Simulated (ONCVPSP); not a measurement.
**What one change does to a pseudopotential (Sn, ONCV)**

* Element: tin (Sn)
* Generator: ONCVPSP 4.0.1
* Type: optimised norm-conserving Vanderbilt (ONCV)
* Functional: PBE
* Relativity: scalar-relativistic
* Frozen core: [Ar] 3d10
* Valence charge: 22
* Reference configuration: 4s2 4p6 4d10 5s2 5p2
* Partial waves: 4s+5s: rc 1.35 bohr, ncon 4, nbas 8, qcut 7 1/bohr, 2 projectors; 4p+5p: rc 1.40 bohr, ncon 3, nbas 6, qcut 7.7 1/bohr, 2 projectors; 4d: rc 1.05 bohr, ncon 3, nbas 6, qcut 8.3 1/bohr, 3 projectors, debl 3.6 Ha
* Local potential: polynomial inside 0.75 bohr (lpopt 4, dvloc0 2 Ha)
* Core correction: Teter function, fcfact 3.75, rcfact 1.6

Change: s: rc 1.06.

Cutoffs: the cutoffs (Ha) at which the residual kinetic energy of the hardest occupied pseudo-wave falls to 1 and 0.1 mHa per electron; they do not see the model core or the augmentation charge, which bear on the density cutoff. Errors are all-electron minus pseudo energies relative to the spin-unpolarised reference configuration.

Task: Predict the effect on cutoff, ghosts and configuration errors.

Result: The potential gets harder (68 Ha and 126 Ha → 144 Ha and 169 Ha); of the 4 tests that both files solve, the error grows in 0 and shrinks in 1 by more than 15 % and 0.3 meV (median size 5.4 → 3.3 meV); neither file shows a bound ghost. A smaller radius makes the pseudo-wave follow the all-electron one further in, where it bends more sharply, so more plane waves are needed.

| quantity | base | changed |
| --- | --- | --- |
| cutoff, loose | 68 Ha | 144 Ha |
| cutoff, tight | 126 Ha | 169 Ha |
| loose cutoff by channel | s 23 Ha, p 23 Ha, d 68 Ha | s 144 Ha, p 23 Ha, d 68 Ha |
| bound ghosts | none | none |
| GHOST(+) flags under 300 eV | s at 203.9 eV | s at 291.4 eV |
| error for 4s2 4p6 4d10 5s2 5p1, meV [ΔE 6.87 eV] | -1.2 | -1.3 |
| error for 4s2 4p6 4d10 5s2 5p0, meV [ΔE 20.83 eV] | -4.1 | -4.3 |
| error for 4s2 4p6 4d10 5s1 5p0, meV [ΔE 51.80 eV] | -13 | -12 |
| error for 4s2 4p6 4d10 5s0 5p4, meV [ΔE 14.19 eV] | -6.6 | -2.4 |
| p: phases at 1.42 bohr within 0.05 rad from the reference energy up to (Ha; the scan ends near 5) | to the end of the scan | to the end of the scan |
| d: phases at 1.06 bohr within 0.05 rad from the reference energy up to (Ha; the scan ends near 5) | to the end of the scan | to the end of the scan |
| rms error of d²Exc/dni dnj with the model core, mHa | 2.41 | 2.13 |
